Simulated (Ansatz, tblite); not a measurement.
Isomers of Pd₂H₃ (doublet), found by a short tight-binding search and relaxed with PBE0-D4/def2-TZVP in Ansatz.

In the def2 sets Pd takes a core potential; there is no spin–orbit coupling. The xTB rows come from tblite. Correlated methods freeze no core orbitals; core or outer-core shells of Pd are correlated, in sets that lack core-valence functions. In CCSD on the charge 0 doublet the largest single amplitude is 0.18, so its Hartree–Fock determinant may place the open shell otherwise than the density functionals do.

Run but left out: HF/def2-TZVP, r2SCAN0-D4/def2-TZVP, MP2/def2-TZVP (A: ⟨S²⟩ 1.08 to 1.32, where a pure state has 0.75).

A: At PBE-D4/def2-TZVP, r2SCAN-D4/def2-TZVP, PBE0-D4/def2-TZVP, CCSD(T)/def2-TZVP the charge 0 doublet is spin-contaminated (final ⟨S²⟩ up to 1.32, 0.75 for a pure state). B: At CCSD(T)/def2-TZVP the charge 0 doublet is spin-contaminated (final ⟨S²⟩ up to 0.89, 0.75 for a pure state). C: At PBE-D4/def2-TZVP the gap within one spin of the charge 0 doublet nearly closes, so an electron or hole may be smeared out by delocalisation error.

Other spin states were run for one of them alone.

A:

```xyz
5

Pd    0.981    0.060    0.866
Pd   -1.118   -0.361   -0.579
H    -1.531    0.307   -1.909
H     2.146    1.044    0.622
H    -0.478   -1.048    0.999
```

B:

```xyz
5

Pd    0.141    1.380   -1.067
Pd    0.115   -0.895    0.322
H     0.763   -0.073   -1.325
H    -0.599   -1.042    1.689
H    -0.420    0.630    0.381
```

C:

```xyz
5

Pd   -0.208   -0.131    0.211
Pd    0.975    2.009   -0.582
H     0.000   -1.810    0.155
H    -0.137    1.588    0.605
H    -0.632   -1.656   -0.389
```

Task: Estimate their order by electronic energy at PBE0-D4/def2-TZVP, counted from the lowest.

Result: C (0.00) < B (0.21) < A (1.79), in eV.

Task: Do the other levels pick the same lowest one?

Result: Not GFN1-xTB, GFN2-xTB. Energies above each level's lowest (eV):

```json
{"level": "GFN1-xTB", "A": "1.07", "B": "0.00", "C": "0.05"}
{"level": "GFN2-xTB", "A": "0.00", "B": "0.15", "C": "0.43"}
{"level": "PBE-D4/def2-TZVP", "A": "1.69", "B": "0.07", "C": "0.00"}
{"level": "r2SCAN-D4/def2-TZVP", "A": "1.64", "B": "0.07", "C": "0.00"}
{"level": "PBE0-D4/def2-TZVP", "A": "1.79", "B": "0.21", "C": "0.00"}
{"level": "CCSD/def2-TZVP", "A": "1.82", "B": "0.29", "C": "0.00"}
{"level": "CCSD(T)/def2-TZVP", "A": "1.83", "B": "0.25", "C": "0.00"}
```
Point groups (tolerance 0.1 Å): A C2v, B Cs, C Cs. Lower isomers may exist.
